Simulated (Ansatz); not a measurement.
Calculated with Ansatz (gas phase, PBE0-D4/def2-TZVP geometries, no zero-point term in ΔE). CCSD(T)/CBS is the MP2 limit (def2-TZVPP, def2-QZVPP) plus CCSD(T) − MP2 in def2-TZVPP, frozen cores. Functionals use def2-TZVPP. B3LYP here is the variant with VWN-RPA as its local correlation; programs differ in this. For Ge outer-core shells are correlated without core-valence functions, which leaves a few kJ/mol of doubt a bond. Scalar relativity is left out up to krypton. Each species was taken in one conformer, which may not be the lowest.

Reaction (redistribution): `F[Si]1([GeH3])CO1` + `CO[SiH](C)Cl` → `C[SiH](Cl)[GeH3]` + `CO[Si]1(F)CO1`

`F[Si]1([GeH3])CO1`:

```xyz
10

F     1.265    1.692   -0.718
Si    0.604    0.350   -0.169
Ge   -1.718    0.359   -0.613
C     1.502   -0.655    1.023
O     1.451   -1.037   -0.419
H    -2.334   -0.880    0.049
H    -1.955    0.315   -2.128
H    -2.355    1.628   -0.033
H     2.507   -0.378    1.338
H     1.032   -1.393    1.669
```

`CO[SiH](C)Cl`:

Z-matrix (Å, degrees):
```
C
O 1 1.410
H 1 1.091 2 108.0
H 1 1.095 2 111.2 3 119.2
H 1 1.096 2 111.5 3 -119.1
Si 2 1.630 1 125.4 3 -178.9
Cl 6 2.067 2 109.4 1 58.8
C 6 1.853 2 113.1 1 -61.0
H 6 1.477 2 105.7 1 174.6
H 8 1.092 6 111.2 2 62.2
H 8 1.092 6 110.2 2 -178.2
H 8 1.093 6 110.4 2 -58.4
```

`C[SiH](Cl)[GeH3]`:

Cartesian coordinates in Å:
```
C 1.260 -0.660 -1.034
Si -0.008 0.617 -0.553
Cl 0.960 2.397 -0.131
Ge -1.251 -0.009 1.377
H 1.953 -0.848 -0.212
H 1.832 -0.322 -1.901
H 0.764 -1.600 -1.291
H -0.925 0.893 -1.690
H -2.019 -1.318 1.117
H -0.302 -0.234 2.566
H -2.263 1.084 1.752
```

`CO[Si]1(F)CO1`:

Z-matrix (Å, degrees):
```
C
O 1 1.415
H 1 1.092 2 109.3
H 1 1.091 2 108.5 3 118.7
H 1 1.092 2 111.8 3 -121.0
Si 2 1.604 1 129.5 3 110.6
C 6 1.781 2 126.2 1 -147.9
F 6 1.585 2 108.4 1 10.0
O 6 1.620 2 119.1 1 148.3
H 7 1.087 6 122.8 2 -5.7
H 7 1.087 6 123.1 2 161.9
```

```json
{"level": "B3LYP-D4", "ΔE (kcal/mol)": "1.4", "difference from CCSD(T)/CBS": "0.5"}
{"level": "B2PLYP", "ΔE (kcal/mol)": "1.2", "difference from CCSD(T)/CBS": "0.3"}
{"level": "PBE", "ΔE (kcal/mol)": "2.2", "difference from CCSD(T)/CBS": "1.3"}
{"level": "r2SCAN", "ΔE (kcal/mol)": "1.3", "difference from CCSD(T)/CBS": "0.4"}
{"level": "PBE0", "ΔE (kcal/mol)": "1.2", "difference from CCSD(T)/CBS": "0.3"}
{"level": "B3LYP", "ΔE (kcal/mol)": "1.3", "difference from CCSD(T)/CBS": "0.4"}
{"level": "MP2/def2-TZVPP", "ΔE (kcal/mol)": "1.1", "difference from CCSD(T)/CBS": "0.2"}
{"level": "HF/def2-QZVPP", "ΔE (kcal/mol)": "-0.6", "difference from CCSD(T)/CBS": "-1.5"}
{"level": "MP2/def2-QZVPP", "ΔE (kcal/mol)": "1.2", "difference from CCSD(T)/CBS": "0.3"}
{"level": "MP2/CBS(def2)", "ΔE (kcal/mol)": "1.2", "difference from CCSD(T)/CBS": "0.3"}
{"level": "CCSD(T)/CBS", "ΔE (kcal/mol)": "0.9", "difference from CCSD(T)/CBS": "0"}
```

Largest T1 diagnostic among the species: 0.013.

In def2-TZVPP, CCSD(T) changes the Hartree–Fock value by +1.5 kcal/mol (the triples alone add +0.4 kcal/mol) and MP2 by +1.7 kcal/mol. From PBE to PBE0 (25 % exact exchange), in def2-TZVPP and without D4, ΔE moves by −1.0 kcal/mol.
